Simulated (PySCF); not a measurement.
HF2OS (cation, charge +1), SMILES [OH+]=S(F)F, singlet, PBE0/def2-SVP optimised geometry.

```
5

O      0.69    -0.76     0.00
S     -0.84    -0.76     0.00
F     -1.20    -1.03    -1.49
F     -1.20     0.76     0.00
H      1.20    -0.21    -0.65
```

Density from PBE0/def2-TZVP in PySCF 2.14.0 at that geometry.

Minimum of the electron density along straight lines between bonded atoms, close to the bond critical point (lines longer than 1.1 times the sum of covalent radii, or with two minima, are not listed):

```csv
bond,length / Å,ρ at the minimum / e bohr⁻³,∇²ρ there / e bohr⁻⁵,position (fraction from the first atom)
O1–S2,1.531,___,___,0.60
S2–F3,1.553,0.228,0.21,0.40
S2–F4,1.553,0.228,0.21,0.40
O1–H5,0.988,0.318,___,0.83
```

Task: Complete the blanks.

Result: 
- O1–S2, ρ at the minimum / e bohr⁻³: 0.259
- O1–S2, ∇²ρ there / e bohr⁻⁵: 0.30
- O1–H5, ∇²ρ there / e bohr⁻⁵: -2.26
